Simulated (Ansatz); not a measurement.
Molecular dynamics of FH₅W

The input (input.yaml):

```yaml
crystal:
  periodic: [false, false, false]
  atoms:
    - { symbol: W, position_ang: [-2.4e-05, -2.0e-06, -0.517693] }
    - { symbol: H, position_ang: [-5.2e-05, -5.0e-06, 1.192319] }
    - { symbol: H, position_ang: [1.399863, 1.6e-05, 0.412625] }
    - { symbol: H, position_ang: [0.000171, 1.399936, 0.41255] }
    - { symbol: H, position_ang: [-1.400015, 1.5e-05, 0.412472] }
    - { symbol: H, position_ang: [0.000171, -1.39995, 0.412536] }
    - { symbol: F, position_ang: [-0.000115, -1.0e-05, -2.454809] }
basis:
  gaussian: { orbitals: def2-SVP }
hamiltonian:
  xc: r2scan
md:
  timestep: 0.5
  n_steps: 385
  ensemble: nvt_langevin
  temperature: 700.0
  initial_velocities: maxwell_boltzmann
  seed: 610144
  friction: 0.02
  masses: [{ species: H, mass: 2.014 }]
```

Run as:

```bash
$ ansatz run input.yaml --threads 1 --pin off --max-ram 2048MiB --backend cpu --events-out ev --progress --plain --runs-dir out
```

It starts from a relaxed structure.

Output, in part (step lines, the closing report, with atoms numbered from 0):

```
md step     0: t =     0.00 fs  T =   600.0 K  F+E_penalty+E_count = -4619.26658356 eV  E_kin = 0.542892 eV  (27 SCF iters)
md step     1: t =     0.50 fs  T =   593.9 K  F+E_penalty+E_count = -4619.26063569 eV  E_kin = 0.537376 eV  (31 SCF iters)
md step     2: t =     1.00 fs  T =   557.4 K  F+E_penalty+E_count = -4619.24262626 eV  E_kin = 0.504331 eV  (31 SCF iters)
md step     3: t =     1.50 fs  T =   561.8 K  F+E_penalty+E_count = -4619.21284454 eV  E_kin = 0.508314 eV  (31 SCF iters)
md step     4: t =     2.00 fs  T =   430.4 K  F+E_penalty+E_count = -4619.17479044 eV  E_kin = 0.389455 eV  (31 SCF iters)
md step     5: t =     2.50 fs  T =   410.7 K  F+E_penalty+E_count = -4619.13261303 eV  E_kin = 0.371634 eV  (31 SCF iters)
md step     6: t =     3.00 fs  T =   345.9 K  F+E_penalty+E_count = -4619.09073078 eV  E_kin = 0.312972 eV  (31 SCF iters)
md step     7: t =     3.50 fs  T =   334.3 K  F+E_penalty+E_count = -4619.05110163 eV  E_kin = 0.302510 eV  (31 SCF iters)
[... lines left out ...]
md step   382: t =   191.00 fs  T =  1005.7 K  F+E_penalty+E_count = -4619.90189621 eV  E_kin = 0.909969 eV  (33 SCF iters)
md step   383: t =   191.50 fs  T =   969.9 K  F+E_penalty+E_count = -4619.90823201 eV  E_kin = 0.877565 eV  (33 SCF iters)
md step   384: t =   192.00 fs  T =  1047.2 K  F+E_penalty+E_count = -4619.90516119 eV  E_kin = 0.947503 eV  (32 SCF iters)
md step   385: t =   192.50 fs  T =  1086.5 K  F+E_penalty+E_count = -4619.89390744 eV  E_kin = 0.983089 eV  (30 SCF iters)
Total energy: -4619.89392652 eV, -169.7779703229 hartree
Atom 0 at     0.210886     0.283879    -0.380792 Å, force    -1.949232    -0.479208    -1.747097 eV/Å
Atom 1 at     0.198935     1.333946     0.992685 Å, force    -0.335780    -0.397953    -0.323250 eV/Å
Atom 2 at     1.179478    -1.136223    -0.292326 Å, force    -0.288454     0.175394    -0.032589 eV/Å
Atom 3 at     1.322442     1.392944    -0.095869 Å, force     1.896404     0.955649     0.253440 eV/Å
Atom 4 at    -1.110397     0.336848     0.518301 Å, force    -1.247553     0.293509     0.363155 eV/Å
Atom 5 at    -0.572572    -0.777079     0.702467 Å, force     0.963373    -0.328263     0.285917 eV/Å
Atom 6 at    -0.744725     0.537273    -2.016700 Å, force     0.961243    -0.219129     1.200424 eV/Å
Dipole moment:     0.074939     0.055874     0.025531 e Å
```

The steps, from the saved trajectory:

```csv
time (fs),T (K),potential energy less start (eV)
0,600,0.000
6,250,0.312
12,367,0.136
18,218,0.329
24,725,0.123
30,738,0.186
36,610,0.377
42,722,0.231
48,849,0.135
54,1098,-0.046
60,1027,-0.165
66,1151,-0.405
72,1159,-0.355
78,1024,-0.480
84,1070,-0.381
90,857,-0.513
96,801,-0.466
102,1248,-0.753
108,654,-0.375
114,515,-0.179
120,1229,-0.749
126,964,-0.565
132,595,-0.478
138,447,-0.225
144,1061,-0.684
150,692,-0.525
156,726,-0.493
162,550,-0.528
168,1006,-0.773
174,735,-0.618
180,585,-0.304
186,607,-0.285
192,1047,-0.639
```

The run went to its last step. The mean temperature of the second half is 12 % above the set value. A run of 0.19 ps of so small a system gives no equilibrium averages.

The same pairs are bonded in the first frame and the last. Pairs count as bonded within 1.25 times the sum of covalent radii (0.12 Å more for H–H).

Last frame:

```xyz
7
Properties=species:S:1:pos:R:3
W 0.211 0.284 -0.381
H 0.199 1.334 0.993
H 1.179 -1.136 -0.292
H 1.322 1.393 -0.096
H -1.110 0.337 0.518
H -0.573 -0.777 0.703
F -0.745 0.537 -2.017
```

Time of the run: 26 min on 1 thread of Arm Neoverse V1, with other jobs on the host, peak memory 0.14 GiB.
